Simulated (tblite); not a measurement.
Compound: C6H10NOP.
Z-matrix (Å and degrees, GFN2-xTB geometry), rows numbered from 1:
```
C 
P   1  1.8319
C   2  1.8323  1  106.90
O   2  1.4615  1  114.46  3  -127.88
N   2  1.7009  1  104.12  3   109.80
C   5  1.3698  2  123.51  1   124.56
C   6  1.3608  5  108.69  2   179.76
C   7  1.4154  6  107.22  5     0.02
C   8  1.3614  7  107.17  6     0.00
H   1  1.0877  2  107.98  3    66.53
H   1  1.0851  2  112.58  3   -55.00
H   1  1.0886  2  107.65  3  -176.23
H   3  1.0878  2  108.10  1   -64.97
H   3  1.0887  2  107.53  1   177.78
H   3  1.0852  2  112.55  1    56.66
H   6  1.0720  5  119.73  2    -0.44
H   7  1.0719  6  126.52  5   179.99
H   8  1.0726  7  126.35  6   179.80
H   9  1.0728  5  121.15  2     0.25
```

Computed with GFN2-xTB (tblite): harmonic, unscaled wavenumbers at the GFN2-xTB geometry, gas phase. Against measured fundamentals such values can be off by several per cent, at times by over 20. One conformer, not necessarily the lowest.

**Question.** How many normal modes are there?

**Answer.** 19 atoms, non-linear: 3N − 6 = 51.

**Question.** What is the point group of the computed structure, and how do the modes divide by symmetry?

**Answer.** Cs. The vibrations span 31 a′ + 20 a″.

**Question.** How many distinct wavenumbers does the calculation give?

**Answer.** 51: Cs has no degenerate species.

**Question.** How many fundamentals are allowed in the infrared by symmetry?

**Answer.** 51 of 51: in Cs every mode is allowed. All fundamentals are allowed in the Raman spectrum.

**Question.** How far is the lowest real mode excited at 298.15 K, as a harmonic oscillator?

**Answer.** θ = hcν̃/k = 69 K for 47.9 cm⁻¹, so N1/N0 = 0.79 and ⟨v⟩ = 1/(exp(θ/T) − 1) = 3.8.
